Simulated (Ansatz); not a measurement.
`[NH2][W]([NH2])(=[S])=[S]`, charge 0, multiplicity 1.

**Question.** Give a relaxed structure at PBE0-D4/def2-TZVP (Ansatz). (Best estimate.)

**Answer.** Ansatz gave: 
Z-matrix (Å, degrees):
```
W
N 1 1.932
S 1 2.129 2 107.9
N 1 1.932 2 111.1 3 118.0
S 1 2.129 2 107.9 3 -124.0
H 2 1.008 1 123.9 3 -26.7
H 2 1.008 1 123.9 3 150.7
H 4 1.008 1 123.9 2 -91.3
H 4 1.008 1 123.9 2 91.3
```
Point group C2v.
This is one stationary point; other conformers may exist.
